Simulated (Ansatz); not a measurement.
`[OH][InH][NH][SiH3]` + HBr → `[OH][InH][Br]` + `N[SiH3]` at 700 K and 1 bar (ligand exchange at the In–N bond).

Calculated with Ansatz (gas phase, PBE0-D4/def2-TZVP geometries, no zero-point term in ΔE). CBS: MP2 limit from def2 TZ/QZ plus the TZ coupled-cluster correction, frozen cores. This one scheme is used for every species. Elements past krypton have def2 core potentials. For Br, In outer-core shells are correlated without core-valence functions, which leaves a few kJ/mol of doubt a bond. Scalar relativity is left out up to krypton. One conformer a species, not always the lowest.

| species | CCSD(T)/CBS energy (Eh) | H − E (kJ/mol) | S (J/(mol·K)) |
| --- | --- | --- | --- |
| `[OH][InH][NH][SiH3]` | -612.41722 | 240.3 | 499.4 |
| HBr | -2573.91920 | 36.5 | 223.7 |
| `[OH][InH][Br]` | -2839.57190 | 102.1 | 396.8 |
| `N[SiH3]` | -346.80422 | 180.7 | 336.3 |

H − E and S are ideal-gas, rigid-rotor, harmonic terms from PBE0-D4/def2-TZVP, for one conformer and one mirror image of each species. 1 Eh = 2625.50 kJ/mol, R = 8.31446 J/(mol·K).

Question: By hand: ΔE, ΔH, ΔS and ΔG.

Answer: ΔE = (-2839.57190) + (-346.80422) − (-612.41722) − (-2573.91920) = -0.03970 Eh = -104.2 kJ/mol. Δ(H − E) = 102.1 + 180.7 − 240.3 − 36.5 = 6.0, so ΔH = -98.2 kJ/mol. ΔS = 396.8 + 336.3 − 499.4 − 223.7 = 10.0 J/(mol·K). ΔG = -98.2 − 700 × (10.0)/1000 = -105.2 kJ/mol.

Question: By hand: the equilibrium constant, and the temperature at which ΔG would vanish if ΔH and ΔS stayed fixed.

Answer: log₁₀ K = −ΔG/(RT ln 10) = 7.8. ΔH and −TΔS have one sign here, so there is no such temperature.

The number of gas molecules stays the same, so ΔS is small and ΔH decides. A doubt of 5 kJ/mol in ΔE shifts log₁₀ K by 0.4 here. Other conformers and mirror images would add mixing entropy, several J/(mol·K) or more a flexible species. These are equilibria of isolated gas molecules and say nothing of rates. Largest T1 diagnostic: 0.015 (customary marks: 0.02 for closed shells, 0.045 for open ones).

ΔS is within the doubt of such terms, so its sign, and with it that verdict, could turn.
